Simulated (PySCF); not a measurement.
B3LYP has the VWN-RPA correlation part, as in Gaussian. 

Cartesian coordinates (Å):
```xyz
9

C      1.8587     0.2837    -0.0038
C      0.6249    -0.1088     0.1375
C     -0.6135    -0.4848     0.3216
N     -1.7665     0.2174    -0.0727
H      2.3332     0.9511     0.7110
H      2.4702    -0.0395    -0.8421
H     -0.8141    -1.3900     0.8858
H     -2.5105    -0.3830    -0.3985
H     -1.5824     0.9540    -0.7387
```
Charge 0, multiplicity 1.

Predict the total energy, dipole moment and HOMO from B3LYP-D3(BJ)/def2-TZVP run with PySCF.


| Property | Value |
|---|---|
| total energy | -172.0925 Ha |
| dipole moment | 1.38 D |
| HOMO | -5.83 eV |
